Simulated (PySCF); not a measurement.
Task: What does the PBE0-D3(BJ)/def2-SVP structure of `[SiH3][SbH2]` (SbH2(SiH3)) look like in three dimensions?

Result: 
```xyz
7
H5SbSi angstrom
Sb     0.6529    1.0966    1.1397
H      2.0174    1.0511    0.0978
H     -0.1193    2.2573    0.1389
Si    -0.4485   -0.8305   -0.1815
H     -0.4309   -0.6002   -1.6575
H     -1.8649   -0.9791    0.2727
H      0.2852   -2.0972    0.1213
```

Orientation and origin are arbitrary. Atoms count from 1 in this order. Si4 (silicon bonded to Sb and 3 H) is tetrahedral (angles from 108.6° to 112.7°). Sb1 (antimony bonded to Si and 2 H) is pyramidal (angles 91.2°, 90.8° and 90.5°, sum 272.6°, 1.08 Å off the plane of its three neighbours).

Bonds between heavy atoms (Å): Sb1–Si4 2.583.

The calculation used PySCF, PBE0-D3(BJ)/def2-SVP geometry optimisation, gas phase, def2 core potentials past Kr.

Point group: near Cs, missed by 0.10 Å at most; the miss may be what the optimiser left on a soft mode. Not checked by PBE0-D3(BJ)/def2-SVP frequencies.

The run took 11 s of wall time on one thread, Arm Neoverse V1 (aarch64), shared host, and the process peaked at 0.28 GiB of memory. These figures are those of the optimisation.
